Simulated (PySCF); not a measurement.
C₂H₄ClFOSi. Atoms are numbered in the order given.

```xyz
10

C     -2.1815    -0.5734    -0.3609
C     -1.0333    -0.7143     0.6062
O     -1.1641    -1.0646     1.7613
Si     0.7481    -0.2716     0.0266
F      0.9989    -0.8852    -1.4580
Cl     0.8656     1.7873    -0.1129
H     -2.2296     0.4706    -0.7154
H     -3.1277    -0.8547     0.1228
H     -1.9986    -1.2003    -1.2499
H      1.7790    -0.7865     0.9490
```
Charge 0, spin multiplicity 1.

Geometry: B3LYP-D3(BJ)/def2-SVP. The structure was generated by enumeration; whether it is a known compound was not checked. The values are those of a single conformer.

Calculation: TDA-LC-ωPBE/def2-SVPD (PySCF).

Vertical excitations. Isolated molecule, no solvent.

```json
[
 {"state": "S1", "energy (eV)": "3.54", "λ (nm)": "350", "f": "0.003", "main pairs": "HOMO→LUMO 92 %"},
 {"state": "S2", "energy (eV)": "7.14", "λ (nm)": "174", "f": "0.006", "main pairs": "HOMO→LUMO+3 50 %, HOMO→LUMO+1 27 %"},
 {"state": "S3", "energy (eV)": "7.44", "λ (nm)": "167", "f": "0.007", "main pairs": "HOMO→LUMO+2 44 %, HOMO−1→LUMO 17 %, HOMO→LUMO+5 8 %"},
 {"state": "S4", "energy (eV)": "7.75", "λ (nm)": "160", "f": "0.003", "main pairs": "HOMO→LUMO+2 27 %, HOMO−1→LUMO 24 %, HOMO−5→LUMO 14 %, HOMO→LUMO+1 7 %"},
 {"state": "S5", "energy (eV)": "8.03", "λ (nm)": "154", "f": "0.010", "main pairs": "HOMO→LUMO+1 41 %, HOMO→LUMO+3 30 %"},
 {"state": "S6", "energy (eV)": "8.38", "λ (nm)": "148", "f": "0.032", "main pairs": "HOMO−2→LUMO 36 %, HOMO−1→LUMO 35 %, HOMO−5→LUMO 7 %"},
 {"state": "S7", "energy (eV)": "8.60", "λ (nm)": "144", "f": "0.033", "main pairs": "HOMO−2→LUMO 34 %, HOMO−5→LUMO 28 %, HOMO−1→LUMO 8 %, HOMO−4→LUMO 7 %"},
 {"state": "S8", "energy (eV)": "8.72", "λ (nm)": "142", "f": "0.256", "main pairs": "HOMO→LUMO+5 55 %"},
 {"state": "S9", "energy (eV)": "8.92", "λ (nm)": "139", "f": "0.091", "main pairs": "HOMO−3→LUMO 31 %, HOMO→LUMO+4 27 %, HOMO−1→LUMO+1 10 %"},
 {"state": "S10", "energy (eV)": "9.01", "λ (nm)": "138", "f": "0.015", "main pairs": "HOMO→LUMO+9 18 %, HOMO−3→LUMO 17 %, HOMO−7→LUMO 16 %, HOMO→LUMO+4 14 %"},
 {"state": "T1", "energy (eV)": "2.77", "λ (nm)": "447", "f": "0", "main pairs": "HOMO→LUMO 92 %"},
 {"state": "T2", "energy (eV)": "5.63", "λ (nm)": "220", "f": "0", "main pairs": "HOMO−3→LUMO 50 %, HOMO−4→LUMO 19 %, HOMO−8→LUMO 9 %"},
 {"state": "T3", "energy (eV)": "6.73", "λ (nm)": "184", "f": "0", "main pairs": "HOMO→LUMO+3 41 %, HOMO→LUMO+1 22 %"},
 {"state": "T4", "energy (eV)": "6.90", "λ (nm)": "180", "f": "0", "main pairs": "HOMO−5→LUMO 19 %, HOMO−1→LUMO 17 %, HOMO→LUMO+2 13 %, HOMO→LUMO+3 8 %"}
]
```
Triplets are in the Tamm–Dancoff approximation.
